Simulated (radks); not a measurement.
Ca, 20 electrons, occupied as [Ar] 3d1 4p1 (not the ground configuration). Calculated with a radial shooting solver on a logarithmic mesh with Libxc functionals: scalar-relativistic Kohn-Sham, PBEsol, spin-polarised, spherical densities, finite nucleus; open shells are filled with parallel spins first; Fermi nuclear charge, rms radius 3.4776 fm. Some entries of the table are withheld. Estimate them.

orbital,occ.,eigenvalue (eV),<1/r> (bohr^-1)
1s up,1,-3942.738,19.72
1s down,1,-3942.737,19.72
2s up,1,-411.9458,4.042
2s down,1,-411.8373,4.043
2p up,3,-332.6967,3.948
2p down,3,-332.6083,3.948
3s up,1,(1),1.200
3s down,1,(2),1.202
3p up,3,-26.8351,(3)
3p down,3,-26.3028,(4)
4p up,1,-1.9006,0.2288
3d up,1,-1.6715,0.5308

Answer. 
(1) 3s up eigenvalue (eV): -45.6718
(2) 3s down eigenvalue (eV): -45.1784
(3) 3p up <1/r> (bohr^-1): 1.063
(4) 3p down <1/r> (bohr^-1): 1.066
